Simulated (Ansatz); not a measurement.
Z-matrix (Å, degrees):
```
C
Hf 1 2.217
H 1 1.097 2 111.7
H 1 1.097 2 111.6 3 -120.0
H 1 1.097 2 111.7 3 120.0
C 2 2.217 1 109.5 3 123.1
C 2 2.217 1 109.5 3 -116.9
C 2 2.217 1 109.5 3 3.1
H 6 1.098 2 111.7 1 -115.6
H 6 1.098 2 111.7 1 4.4
H 6 1.098 2 111.7 1 124.4
H 7 1.097 2 111.7 1 123.8
H 7 1.097 2 111.7 1 3.8
H 7 1.097 2 111.6 1 -116.2
H 8 1.097 2 111.6 1 -116.3
H 8 1.098 2 111.7 1 3.7
H 8 1.098 2 111.7 1 123.7
```

Total charge 0; spin multiplicity 1. Hf: def2 effective core potential.

(1) List the PBE/def2-TZVPP orbital energies in eV (Ansatz). (Best estimate.)

## Answers

(1) The calculation gave: Occupied: -267.87, -267.87, -267.87, -267.87, -63.17, -32.83, -32.83, -32.83, -16.47, -16.21, -16.21, -16.21, -9.62, -9.62, -9.43, -9.43, -9.43, -9.09, -9.09, -9.09, -7.15, -6.05, -6.05, -6.05. Lowest empty: -1.28, -1.28, -0.58, -0.58, -0.58, -0.49, 1.14, 1.14.
